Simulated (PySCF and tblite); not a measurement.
Results of a calculation; reference values are marked as such.
System: C₃H₁₀N₂Si, numbered as in [SiH3:1][NH:2][CH:3]1[CH2:4][NH:5][CH2:6]1.

Geometries: GFN2-xTB; energies: PBE0/pcSseg-1 + D3(BJ); zero-point and thermal terms from GFN2-xTB harmonic modes (soft modes blended into free rotors). Rates follow Eyring's equation with the number of equivalent paths and no tunnelling. (PySCF 2.14 with density fitting, tblite 0.8.)

**Question.** How high is the barrier to the pyramidal inversion at N5, through which structure does it pass, and what rate follows at 298 K?

**Answer.** The electronic barrier is 5.1 kcal/mol and ΔG‡(298 K) 4.1 kcal/mol, over a C1 saddle with an imaginary mode of 649i cm⁻¹ (GFN2-xTB). With 1 equivalent path, k is 5.8×10⁹ s⁻¹, a mean lifetime of the start of 170 ps against this motion. The end lies 0.9 kcal/mol above the start in free energy.
